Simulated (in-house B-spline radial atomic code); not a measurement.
Results of a calculation; reference values are marked as such.
## Building a PAW d channel for Cd, r_c = 1.02 bohr

Cd, [Kr] 4d10 5s2, non-relativistic LDA (VWN5), spherical and spin-unpolarised, from a B-spline radial code for spherical atoms (atomic units; all potentials screened as in the neutral atom).

Two all-electron partial waves φ1, φ2 are integrated outwards at E1 = ε(4d) = -0.47053 and E2 = E1 + 2 hartree; φ1 is the bound orbital and φ2 has unit norm inside r_c = 1.0225 bohr. Smooth partners are polynomials, r^3(a0 + a1 r² + a2 r⁴ + a3 r⁶), matched to φ and three derivatives at r_c, with no condition on the norm. The local potential is -34.7791 + (75.5309) r² + (-70.0902) r⁴ + (24.4537) r⁶ inside 0.8371 bohr and the all-electron one outside.

| wave | φ(r_c) | φ'(r_c) | a0 | a1 | a2 | a3 |
| --- | --- | --- | --- | --- | --- | --- |
| 1 | 0.944618 | -0.1462412 | 4.894613 | -7.458162 | 4.535346 | -1.024609 |
| 2 | 1.112779 | -2.731714 | 10.0246 | -17.13597 | 10.74779 | -2.46421 |

Inside r_c the overlaps are <φi φj> = [[0.37312, 0.60442], [0.60442, 1.00000]] and, for the smooth waves, [[0.34658, 0.55214], [0.55214, 0.89614]]. With χj = (Ej − T − V_local) applied to smooth wave j, the program's quadrature gives the matrix B_ij = <smooth i, χj> as [[0.54488, 0.93479], [1.03935, 1.82104]].

Task: Check the match of the first wave, and find the augmentation charges q_ij.

Result: At r_c the four terms are 5.23249, -8.33582, 5.29973, -1.25178, which sum to 0.9446, φ1(r_c) to rounding. q_ij is the all-electron overlap less the smooth one: [[0.02654, 0.05228], [0.05228, 0.10386]]. The smooth first wave has a norm of 0.3466 inside r_c against 0.3731, and q11 > 0 puts back the missing charge.

Task: B isn't symmetric. Show that D_ij = B_ij + Ej q_ij is.

Result: Integrating by parts gives B12 − B21 = (E1 − E2) q12: 0.93479 − (1.03935) = -0.10456, and −2 × (0.05228) = -0.10456. So D12 = 0.93479 + (1.529470)(0.05228) = 1.01475 and D21 = 1.03935 + (-0.47053)(0.05228) = 1.01475; D11 = 0.53239, D22 = 1.97988. The projectors, p = (B⁻¹)ᵀ χ, are dual to the smooth waves; det B = 0.021, small beside B11 B22, as the two smooth waves look alike inside r_c.

Solving (T + V_local + Σ p D p) ψ = E (1 + Σ p q p) ψ in a sphere of 9 bohr gives these levels:

```json
{"all-electron": "-0.470529", "one projector": "-0.470529", "two projectors": "-0.470529"}
{"all-electron": "0.111003", "one projector": "0.110963", "two projectors": "0.111003"}
{"all-electron": "0.378484", "one projector": "0.378243", "two projectors": "0.378484"}
{"all-electron": "0.797517", "one projector": "0.796647", "two projectors": "0.797517"}
{"all-electron": "1.358920", "one projector": "1.356490", "two projectors": "1.358920"}
```

Task: What does the second projector gain?

Result: With one projector the errors are 0.00, -0.04, -0.24, -0.87, -2.43 millihartree. With two the errors are 0.00, 0.00, 0.00, 0.00, 0.00 millihartree. The scattering is exact at E1 and at E2 = 1.529, and over all levels compared the largest error is under 0.01 millihartree. The lowest eigenvalue of the overlap operator is 1 with one and 1 with two projectors. The smooth orbital alone needs a cutoff of 46.5 hartree for 1 millihartree of kinetic energy, against 44.6 for a norm-conserving Troullier-Martins orbital of the same radius.
